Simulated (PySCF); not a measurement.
Working out the excitation energy of I²⁺

I²⁺ [Kr] 4d10 5s2 5p3 (4S) → I²⁺ [Kr] 4d10 5s1 5p4 (4P). Computed with PySCF 2.14 in aug-cc-pVDZ-PP with ECP28MDF (5s4p3d, 32 functions), with a scalar-relativistic core potential. Frozen: 4s2 4p6 4d10. Energies in hartree (1 hartree = 27.21139 eV):

```tsv
part	I²⁺ (lower)	I²⁺ (upper)
UHF	-293.654396	-293.242652
MP2 opposite-spin	-0.035232	-0.039643
MP2 same-spin	-0.012526	-0.012282
```

Task: What does Hartree-Fock give?

Result: (-293.242652) − (-293.654396) = 0.411744 hartree = 11.204 eV.

Task: What do MP2 and SCS-MP2 (6/5 opposite-spin, 1/3 same-spin) give?

Result: The opposite-spin parts differ by -0.120 eV and the same-spin parts by 0.007 eV. MP2: 11.204 + (-0.120) + (0.007) = 11.091 eV. SCS-MP2: 11.204 + 1.2 × (-0.120) + (0.007)/3 = 11.062 eV.

A double-zeta basis recovers only part of the correlation energy.
